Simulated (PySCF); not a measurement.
Precursor series Ti OH-H. All species are isolated molecules in the gas phase. One relaxed conformer stands for each flexible species; it need not be the lowest.

Computed with PBE-D3(BJ)/def2-TZVP // r2SCAN-D4/def2-SVP (PySCF). All candidates: neutral, multiplicity 1. 

```
Item             Result
-------------  --------
HOMO           -6.91 eV
LUMO           -3.50 eV
HOMO–LUMO gap   3.42 eV
```

Task: Say which member has these values.
(A) [Ti(OH)4]
(B) [Ti(OH)(H)3]
(C) [Ti(OH)2(H)2]
(D) [Ti(OH)3(H)]

Result: B, [Ti(OH)(H)3]. The others give [Ti(OH)3(H)]: -6.55 eV, -2.31 eV, 4.23 eV; [Ti(OH)4]: -7.26 eV, -2.08 eV, 5.18 eV; [Ti(OH)2(H)2]: -6.53 eV, -3.07 eV, 3.45 eV
